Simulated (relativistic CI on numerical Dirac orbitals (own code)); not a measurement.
# Hyperfine structure of Sr XXIII, mass number 87

Method of calculation: Dirac-Coulomb-Breit CI, separate exchange-only KLI orbitals for each configuration, model QED, unscaled Slater integrals (own radial code, finite nucleus).

Configurations in the expansion (outside the closed core [Ne]): 3s2 3p4, 3s 3p5, 3s2 3p3 3d, 3p6, 3s 3p4 3d, 3p5 3d, 3s 3p3 3d2, 3s2 3p2 3d 4p, 3p5 4s, 3s2 3p3 4s, 3p5 4p, 3s 3p3 3d 4s, 3s2 3p3 4p, 3s2 3p2 3d2, 3s2 3p 3d3, 3s 3p2 3d3, 3s2 3p 3d2 4s, 3s2 3p 3d2 4p, 3p4 3d2, 3p3 3d3, 3p3 3d2 4s, 3p3 3d2 4p. Double excitations out of closed p, d and f shells are left out; levels of such configurations are missing from the list, as are those of other unlisted configurations, and high levels can miss mixing partners.

Nuclear spin I = 9/2, μ = -1.09316 μN, Q = 0.305 b (tables of Stone and Pyykkö). The electronic factors are computed for point nuclear moments, without core polarisation or the Bohr-Weisskopf and QED corrections.

```tsv
Level	E (cm⁻¹)	A (MHz)	B (MHz)
3s2 3p4 3P_2	0	-4554	5290
3s2 3p4 3P_1	104096	584.7	-5390
3s2 3p4 1D_2	144418	-10190	-16100
3s 3p5 3P°_2	614359	-20460	-9600
3s 3p5 3P°_1	662453	-4028	2890
3s2 3p3 3d 5D°_3	767255	-2199	2320
3s2 3p3 3d 5D°_1	777240	-3551	-1510
3s2 3p3 3d 5D°_4	785506	-1327	2630
```

Levels with J = 0, under 50 % of one LS term, or S terms without an open s electron are left out. Small factors come from cancelling terms and can be off by tens of per cent or more.

At this charge energies of transitions that change n are usually good to better than 1 %, and those within a shell (Δn = 0) to a few per cent.

Q: Give the hyperfine levels of 3s2 3p4 3P_2 relative to its centre of gravity.

A: With K = F(F + 1) − I(I + 1) − J(J + 1), E = AK/2 + B[¾K(K + 1) − I(I + 1)J(J + 1)]/[2I(2I − 1)J(2J − 1)]: F = 5/2: 52510, F = 7/2: 34260, F = 9/2: 12120, F = 11/2: -12930, F = 13/2: -39660 MHz.

LS names give the leading component of a level, which can be under half, so a name can repeat, a term be missing and a line seem to break the LS rules.
